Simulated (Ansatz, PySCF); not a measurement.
CH6FNOSi2, SMILES F[Si@@H]1CN[SiH2]O1. Atoms are numbered in the order given.

```xyz
12

F      0.7296    -2.0326    -0.8739
Si     0.3645    -1.0556     0.3722
C     -1.4403    -0.5043     0.2668
N     -1.3809     0.8986    -0.1457
Si     0.1552     1.7017    -0.1561
O      1.1473     0.3950     0.2087
H      0.7793    -1.7751     1.5957
H     -1.9515    -0.6460     1.2394
H     -1.9721    -1.1325    -0.4716
H     -2.2694     1.3441    -0.3402
H      0.5119     2.2944    -1.4748
H      0.3262     2.7544     0.8857
```

The structure is a stationary point at ωB97X-D3(BJ)/def2-SVP. The structure was generated by enumeration; whether it is a known compound was not checked. The values are those of a single conformer.

Two levels are set side by side: PBE-D3(BJ)/def2-SVP (Ansatz, an electronic-structure program) and ωB97X-D3(BJ)/def2-SVP (PySCF). Each level has its own optimised geometry; the coordinates shown are those of the second. Frequencies come from the Hessian of PySCF at each geometry. Differences are taken from unrounded values.

| quantity | ωB97X-D3(BJ) |
|---|---|
| mean bond length (Å) | 1.478 |
| bond F1–Si2 (Å) | 1.625 |
| bond Si2–C3 (Å) | 1.890 |
| bond Si2–O6 (Å) | 1.656 |
| bond C3–N4 (Å) | 1.464 |
| bond N4–Si5 (Å) | 1.733 |
| bond Si5–O6 (Å) | 1.681 |
| bond Si2–H7 (Å) | 1.479 |
| bond C3–H8 (Å) | 1.108 |
| bond C3–H9 (Å) | 1.106 |
| bond N4–H10 (Å) | 1.013 |
| bond Si5–H11 (Å) | 1.489 |
| bond Si5–H12 (Å) | 1.491 |
| highest harmonic wavenumber (cm⁻¹) | 3669 |
| mean harmonic wavenumber (cm⁻¹) | 1166 |
| zero-point energy (kcal/mol) | 50.00 |

What does PBE-D3(BJ) give, and how far is it from ωB97X-D3(BJ)? (An estimate is asked for; the answer gives what the named calculation found.)


```csv
quantity,PBE-D3(BJ),PBE-D3(BJ) minus ωB97X-D3(BJ)
mean bond length (Å),1.490,0.012
bond F1–Si2 (Å),1.637,0.012
bond Si2–C3 (Å),1.904,0.014
bond Si2–O6 (Å),1.675,0.018
bond C3–N4 (Å),1.463,0.000
bond N4–Si5 (Å),1.745,0.012
bond Si5–O6 (Å),1.697,0.016
bond Si2–H7 (Å),1.493,0.014
bond C3–H8 (Å),1.118,0.011
bond C3–H9 (Å),1.115,0.009
bond N4–H10 (Å),1.021,0.008
bond Si5–H11 (Å),1.504,0.015
bond Si5–H12 (Å),1.507,0.016
highest harmonic wavenumber (cm⁻¹),3534,-135
mean harmonic wavenumber (cm⁻¹),1111,-55
zero-point energy (kcal/mol),47.63,-2.37
```

Exact exchange shortens and stiffens bonds; PBE has none. Differences between two approximate levels are no errors against the true value.
